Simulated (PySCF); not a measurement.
A species of formula C6H18N2Si has this rotational fingerprint, computed with PySCF 2.14.0, PBE0-D3(BJ)/def2-SVP geometry optimisation, gas phase:

- Rotational constants: A = 2253, B = 748.0, C = 676.4 MHz
- Dipole components: |μa| = 0.15 D, |μb| = 0.43 D, |μc| = 0.70 D
- Inertial defect: -152.82 u·Å²
- κ: -0.91

Question: Which structure is it? (One computed conformer of each.)
A. `[CH3:1][CH2:2][CH2:3][N:4]([CH3:5])[SiH2:6][N:7]([CH3:8])[CH3:9]` with C1–C2–C3–N4 56°, C2–C3–N4–C5 63°, C3–N4–Si6–N7 147°, N4–Si6–N7–C8 -53°
B. SiH2(NHiPr)2, `[H][Si]([H])(NC(C)C)NC(C)C`
C. `CCN[Si](C)(C)NCC` (SiMe2(NHEt)2)

Answer: A. It is CCCN(C)[SiH2]N(C)C, a near-prolate asymmetric top, point group C1. The candidates at the same level (rigid rotor, commonest isotopes):

```csv
SMILES,A (MHz),B (MHz),C (MHz),μa (D),μb (D),μc (D),Δ (u·Å²),point group,rotor
[H][Si]([H])(NC(C)C)NC(C)C,3242,529.5,500.2,0.00,0.00,1.06,-100.02,C2,near-prolate asymmetric top
CCCN(C)[SiH2]N(C)C,2253,748.0,676.4,0.15,0.43,0.70,-152.82,C1,near-prolate asymmetric top
CCN[Si](C)(C)NCC,1634,833.7,699.0,0.11,0.11,0.54,-192.39,C1,asymmetric top
```

`CCN[Si](C)(C)NCC` has A 27 % too low; `[H][Si]([H])(NC(C)C)NC(C)C` has A 44 % too high. No structure here is proved a minimum.
